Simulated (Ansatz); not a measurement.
`[F][SnH]([SiH3])[Cl]` + `CI` → `[CH3][SnH]([SiH3])[Cl]` + `FI` at 400 K and 1 bar (formal exchange of groups at the Sn–F bond).

Gas-phase electronic energies from Ansatz, PBE0-D4/def2-TZVP geometries. CBS: MP2 limit from def2 TZ/QZ plus the TZ coupled-cluster correction, frozen cores. def2 core potentials past Kr. For I, Sn outer-core shells are correlated without core-valence functions, which leaves a few kJ/mol of doubt a bond.

```csv
species,CCSD(T)/CBS energy (Eh),H − E (kJ/mol),S (J/(mol·K))
`[F][SnH]([SiH3])[Cl]`,-1065.15429,125.6,412.3
`CI`,-337.29646,111.8,267.3
`[CH3][SnH]([SiH3])[Cl]`,-1005.19396,219.8,438.7
`FI`,-397.18768,16.3,245.8
```

H − E and S are ideal-gas, rigid-rotor, harmonic terms from PBE0-D4/def2-TZVP, for one conformer and one mirror image of each species. 1 Eh = 2625.50 kJ/mol, R = 8.31446 J/(mol·K).

**Question.** By hand: ΔE, ΔH, ΔS and ΔG.

**Answer.** ΔE = (-1005.19396) + (-397.18768) − (-1065.15429) − (-337.29646) = 0.06911 Eh = 181.4 kJ/mol. Δ(H − E) = 219.8 + 16.3 − 125.6 − 111.8 = -1.3, so ΔH = 180.1 kJ/mol. ΔS = 438.7 + 245.8 − 412.3 − 267.3 = 4.9 J/(mol·K). ΔG = 180.1 − 400 × (4.9)/1000 = 178.1 kJ/mol.

**Question.** By hand: the equilibrium constant, and the temperature at which ΔG would vanish if ΔH and ΔS stayed fixed.

**Answer.** log₁₀ K = −ΔG/(RT ln 10) = -23.3. ΔG = 0 at ΔH/ΔS = 36755 K, far beyond where these terms or the molecules hold.

The number of gas molecules stays the same, so ΔS is small and ΔH decides. A doubt of 5 kJ/mol in ΔE shifts log₁₀ K by 0.7 here. Other conformers and mirror images would add mixing entropy, several J/(mol·K) or more a flexible species. These are equilibria of isolated gas molecules and say nothing of rates. Largest T1 diagnostic: 0.013 (customary marks: 0.02 for closed shells, 0.045 for open ones).
